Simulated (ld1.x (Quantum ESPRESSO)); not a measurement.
# An all-electron radial function and its pseudo partner (Xe (Z = 54))

Columns: radius, all-electron u(r) and pseudo u(r) of the 5p shell (level -8.23 eV) of xenon in the configuration [Kr] 4d10 5s2 5p6; PBE, scalar-relativistic, TM semilocal scheme, ld1.x (Quantum ESPRESSO) 7.5.

```tsv
r (bohr)	all-electron	pseudo
0.075	0.1370	-0.0060
0.150	-0.1196	-0.0232
0.225	-0.2302	-0.0493
0.300	-0.1271	-0.0812
0.375	0.0587	-0.1149
0.450	0.2249	-0.1469
0.525	0.3265	-0.1747
0.600	0.3564	-0.1974
0.675	0.3257	-0.2158
0.750	0.2516	-0.2316
0.825	0.1509	-0.2477
0.900	0.0373	-0.2670
0.975	-0.0790	-0.2921
1.050	-0.1912	-0.3255
1.125	-0.2950	-0.3686
1.200	-0.3880	-0.4210
1.275	-0.4692	-0.4800
1.350	-0.5383	-0.5403
1.425	-0.5957	-0.5958
1.500	-0.6422	-0.6422
1.575	-0.6785	-0.6785
1.650	-0.7057	-0.7057
1.725	-0.7247	-0.7247
1.800	-0.7365	-0.7365
1.875	-0.7419	-0.7419
1.950	-0.7419	-0.7419
```

Problem. How many radial nodes do the two functions have?

Solution. The all-electron 5p function has n − l − 1 = 3; the pseudo-wave has 0, since the states of the same l below it are removed with the core.

Problem. At about which radius was the pseudo-wave matched?

Solution. 1.50 bohr, where the columns begin to agree (steps of 0.07 bohr).

Problem. Is the pseudo-wave norm-conserving?

Solution. Yes: the TM semilocal scheme keeps the norm inside the radius equal to the all-electron one, which fixes the energy derivative of the logarithmic derivative at the level.
